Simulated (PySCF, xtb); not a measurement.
CHO, SMILES [C][OH+] (connectivity only; charge and spin as stated), charge +1, multiplicity 1.

xtb with GFN2-xTB at its own geometry gives an orbital gap of 5.46 eV.

Geometry: PBE0-D3(BJ)/def2-TZVPD.

### Question
What does PySCF with PBE0/def2-TZVPD give? (Estimate from the structure and the level; the computed values follow.)

### Answer
gap 9.54 eV (levels -19.29 and -9.75 eV).
